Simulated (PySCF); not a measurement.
Sb⁺: ionisation energy

Sb⁺ [Kr] 4d10 5s2 5p2 (3P) → Sb²⁺ [Kr] 4d10 5s2 5p1 (2P), as a difference of total energies. Computed with PySCF 2.14 in aug-cc-pVDZ-PP with ECP28MDF, with scalar relativity through the core potential. Correlated levels: valence: 4s2 4p6 4d10 frozen. The calculations carry no spin-orbit coupling.

| method | ionisation energy (eV) |
| --- | --- |
| UHF | 15.996 |
| r2SCAN | 16.650 |
| B3LYP | 16.506 |
| MP2 (valence) | 16.220 |
| SCS-MP2 (valence) | 16.165 |
| CCSD (valence) | 16.251 |
| CCSD(T) (valence) | 16.258 |

Task: How much does correlation contribute at CCSD(T) (valence)?

Result: 16.258 − (15.996) = 0.262 eV, measured against UHF.

The reference lies between the lowest fine-structure levels, while these numbers refer to the centres of the terms.

Errors of the correlated levels include the incompleteness of this basis and the frozen core.

For comparison: 16.626 ± 0.025 eV (measured; NIST Atomic Spectra Database, ionization energies).
